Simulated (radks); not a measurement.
Polarisability of the chlorine ion Cl3+, [Ne] 3s2 3p2, at imaginary frequency. Method: scalar-relativistic Kohn-Sham, LDA (Slater exchange, Perdew-Wang correlation), spin-polarised, spherical densities, finite nucleus; open shells are filled with parallel spins first; Fermi nuclear charge, rms radius 3.3654 fm; computed with a radial shooting solver on a logarithmic mesh with Libxc functionals. Response by self-consistent Sternheimer equations with the Hartree and adiabatic LDA kernel, the relativistic mass of each level held fixed and spin-orbit coupling left out.

w (hartree),alpha1(iw) (bohr^3)
0.00266,4.300
0.0143,4.298
0.0360,4.291
0.0697,4.266
0.118,4.204
0.186,4.072
0.280,3.820
0.413,3.392
0.605,2.760
0.892,1.984
1.35,1.224
2.12,0.6430
3.59,0.2896
6.94,0.1101
17.5,0.02781

Static values: alpha1 = 4.300 bohr^3 (0.6372 angstrom^3; uncoupled 7.201). C6 = 11.59, triple-dipole C9 = 36.43 atomic units. One-pole (London) frequency 4 C6 / (3 alpha1^2) = 0.836 hartree, against 1.702 for minus the highest occupied eigenvalue.
